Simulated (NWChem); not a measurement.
System: BeHSeF; SMILES [F][Be][SeH]

Input file for NWChem:

```
start job
memory heap 200 mb stack 900 mb global 1100 mb
geometry units angstroms noautoz
  Be     0.022448     1.134872     0.000000
  F      0.116036     2.506759     0.000000
  Se    -0.157888    -0.903003     0.000000
  H      1.317836    -1.053274     0.000000
end
basis spherical
  Be library 6-31g*
  F library 6-31g*
  Se library 6-31g*
  H library 6-31g*
end
dft
  xc xwpbe 1.00 cpbe96 1.0 hfexch 1.00
  cam 0.25 cam_alpha 0.0 cam_beta 1.0
  iterations 150
  vectors input atomic output neutral.movecs
end
task dft energy
charge 1
dft
  odft
  mult 2
  vectors input atomic output cation.movecs
end
task dft energy
```

Output (shortened):

```
             Northwest Computational Chemistry Package (NWChem) 7.3.0
             --------------------------------------------------------

 CS  symmetry detected

                             Geometry "geometry" -> ""
                             -------------------------

 Output coordinates in angstroms (scale by  1.889725989 to convert to a.u.)

  No.       Tag          Charge          X              Y              Z
 ---- ---------------- ---------- -------------- -------------- --------------
    1 Be                   4.0000    -0.00924822     1.23462441     0.00000000
    2 F                    9.0000    -0.01862372     2.60966796     0.00000000
    3 Se                  34.0000    -0.03652075    -0.81103240     0.00000000
    4 H                    1.0000     1.44631178    -0.85040751     0.00000000

 Effective nuclear repulsion energy (a.u.)     110.5981774962

      Symmetry information
      --------------------

 Group name             Cs
 Group number              2
 Group order               2
 No. of unique centers     4

  pbe96 is a nonlocal functional; adding pw91lda local functional.

                                 NWChem DFT Module
                                 -----------------

 Summary of "ao basis" -> "ao basis" (spherical)
 ------------------------------------------------------------------------------
       Tag                 Description            Shells   Functions and Types
 ---------------- ------------------------------  ------  ---------------------
 Be                          6-31g*                  6       14   3s2p1d
 F                           6-31g*                  6       14   3s2p1d
 Se                          6-31g*                 12       32   5s4p3d
 H                           6-31g*                  2        2   2s

      Symmetry analysis of basis
      --------------------------

        a'         44
        a"         18

            General Information
            -------------------
          SCF calculation type: DFT
          Wavefunction type:  closed shell.
          No. of atoms     :     4
          No. of electrons :    48
           Alpha electrons :    24
            Beta electrons :    24
          Charge           :     0
          Spin multiplicity:     1
          Use of symmetry is: on ; symmetry adaption is: on
          Maximum number of iterations: 150
          AO basis - number of functions:    62
                     number of shells:    26
          Convergence on energy requested:  1.00D-06
          Convergence on density requested:  1.00D-05
          Convergence on gradient requested:  5.00D-04

              XC Information
              --------------
                     Hartree-Fock (Exact) Exchange  1.000
                     LC-wPBE(h)Exchange Functional  1.000
            Perdew 1991 LDA Correlation Functional  1.000 local
           PerdewBurkeErnz. Correlation Functional  1.000 non-local

           Range-Separation Parameters
           ---------------------------
           Alpha           :  0.00
           Beta            :  1.00
           Gamma           :  0.25
           Short-Range HF  :     F

             Grid Information
             ----------------
          Grid used for XC integration:  medium
          Radial quadrature: Mura-Knowles
          Angular quadrature: Lebedev.
          Tag              B.-S. Rad. Rad. Pts. Rad. Cut. Ang. Pts.
          ---              ---------- --------- --------- ---------
          Be                  1.05       49           8.0       434
          F                   0.50       49          10.0       434
          Se                  1.15      112           9.0       590
          H                   0.35       45           9.0       434
          Grid pruning is: on
          Number of quadrature shells:   255
          Spatial weights used:  Erf1

      Superposition of Atomic Density Guess
      -------------------------------------

 Sum of atomic energies:       -2513.94267187

      Non-variational initial energy
      ------------------------------

 Total energy =   -2514.412943
 1-e energy   =   -3721.073757
 2-e energy   =    1096.062637
 HOMO         =      -0.304957
 LUMO         =       0.012374

      Symmetry analysis of molecular orbitals - initial
      -------------------------------------------------

  Numbering of irreducible representations:

     1 a'          2 a"

  Orbital symmetries:

     1 a'          2 a'          3 a'          4 a'          5 a"
     6 a'          7 a'          8 a'          9 a'         10 a"
    11 a'         12 a'         13 a'         14 a"         15 a"
    16 a'         17 a'         18 a'         19 a'         20 a'
    21 a"         22 a'         23 a'         24 a"         25 a'
    26 a'         27 a"         28 a'         29 a'         30 a'
    31 a'         32 a"         33 a'         34 a'

   convergence    iter        energy       DeltaE   RMS-Dens  Diis-err
 ---------------- ----- ----------------- --------- --------- ---------
 d= 0,ls=0.0,diis     1  -2516.0266373250 -2.63D+03  1.62D-02  6.97D-01
 d= 0,ls=0.0,diis     2  -2516.0353988538 -8.76D-03  7.17D-03  1.03D+00
 d= 0,ls=0.0,diis     3  -2516.1127209071 -7.73D-02  1.36D-03  1.11D-02
 d= 0,ls=0.0,diis     4  -2516.1139255873 -1.20D-03  4.66D-04  1.77D-03
 d= 0,ls=0.0,diis     5  -2516.1140910667 -1.65D-04  2.07D-04  9.84D-05
  Resetting Diis
 d= 0,ls=0.0,diis     6  -2516.1141095551 -1.85D-05  1.07D-04  9.97D-06
 d= 0,ls=0.0,diis     7  -2516.1141129702 -3.42D-06  2.33D-05  5.20D-07
 d= 0,ls=0.0,diis     8  -2516.1141131570 -1.87D-07  8.59D-06  2.99D-07

         Total DFT energy =    -2516.114113157033
      One electron energy =    -3723.175328517279
           Coulomb energy =     1196.914403244902
    Exchange-Corr. energy =     -100.451365380806
 Nuclear repulsion energy =      110.598177496151

 Numeric. integr. density =       48.000011646591

                  Occupations of the irreducible representations
                  ----------------------------------------------

                     irrep           alpha         beta
                     --------     --------     --------
                     a'               18.0         18.0
                     a"                6.0          6.0

                       DFT Final Molecular Orbital Analysis
                       ------------------------------------

 Vector   22  Occ=2.000000D+00  E=-4.728884D-01  Symmetry=a'
              MO Center=  3.0D-01, -9.4D-02, -2.3D-15, r^2= 3.2D+00
   Bfn.  Coefficient  Atom+Function         Bfn.  Coefficient  Atom+Function
  ----- ------------  ---------------      ----- ------------  ---------------
    39      0.479804  3 Se px                17     -0.277498  2 F  px
    62      0.256347  4 H  s                 61      0.251327  4 H  s
    35     -0.215613  3 Se px                38      0.201856  3 Se s
    21     -0.191187  2 F  px                40     -0.167923  3 Se py
    43      0.115564  3 Se px                42     -0.109638  3 Se s

 Vector   23  Occ=2.000000D+00  E=-4.015159D-01  Symmetry=a'
              MO Center= -3.0D-02, -6.5D-01,  1.4D-15, r^2= 2.0D+00
   Bfn.  Coefficient  Atom+Function         Bfn.  Coefficient  Atom+Function
  ----- ------------  ---------------      ----- ------------  ---------------
    40      0.608785  3 Se py                36     -0.270584  3 Se py
    38      0.253791  3 Se s                  4     -0.216560  1 Be py
    44      0.193108  3 Se py                39      0.180297  3 Se px
    42     -0.166605  3 Se s                  2      0.152835  1 Be s
     6      0.152049  1 Be s                 34     -0.109556  3 Se s

 Vector   24  Occ=2.000000D+00  E=-3.351357D-01  Symmetry=a"
              MO Center= -1.6D-02, -6.5D-01, -5.1D-13, r^2= 2.0D+00
   Bfn.  Coefficient  Atom+Function         Bfn.  Coefficient  Atom+Function
  ----- ------------  ---------------      ----- ------------  ---------------
    41      0.718171  3 Se pz                45      0.356162  3 Se pz
    37     -0.309591  3 Se pz                 5      0.104928  1 Be pz
    33      0.092956  3 Se pz                19     -0.082175  2 F  pz
    23     -0.063298  2 F  pz                11     -0.032211  1 Be d -1
     9      0.029718  1 Be pz                57      0.028342  3 Se d -1

 Vector   25  Occ=0.000000D+00  E= 6.216325D-02  Symmetry=a'
              MO Center=  1.5D-01,  3.8D-01, -7.7D-15, r^2= 3.8D+00
   Bfn.  Coefficient  Atom+Function         Bfn.  Coefficient  Atom+Function
  ----- ------------  ---------------      ----- ------------  ---------------
    62      0.843669  4 H  s                  7     -0.437751  1 Be px
    43     -0.424493  3 Se px                42     -0.393352  3 Se s
     3     -0.361874  1 Be px                38      0.222161  3 Se s
    39     -0.220212  3 Se px                61      0.208247  4 H  s
    17      0.177392  2 F  px                21      0.170294  2 F  px

 Vector   26  Occ=0.000000D+00  E= 7.560175D-02  Symmetry=a'
              MO Center=  2.0D-01,  6.9D-01, -1.3D-15, r^2= 4.3D+00
   Bfn.  Coefficient  Atom+Function         Bfn.  Coefficient  Atom+Function
  ----- ------------  ---------------      ----- ------------  ---------------
     6      1.722071  1 Be s                 44     -0.668767  3 Se py
    42     -0.615764  3 Se s                 38      0.422023  3 Se s
    40     -0.328325  3 Se py                20     -0.285461  2 F  s
    62      0.278470  4 H  s                  8     -0.266577  1 Be py
    43     -0.179198  3 Se px                 1     -0.168439  1 Be s

[...]
```

Level: LC-wPBE (HJS exchange hole, range parameter 0.25 per bohr)/6-31G* (spherical d), vertical spin-unrestricted ions. Coordinates come from a B3LYP/6-31G* (spherical d) optimisation.
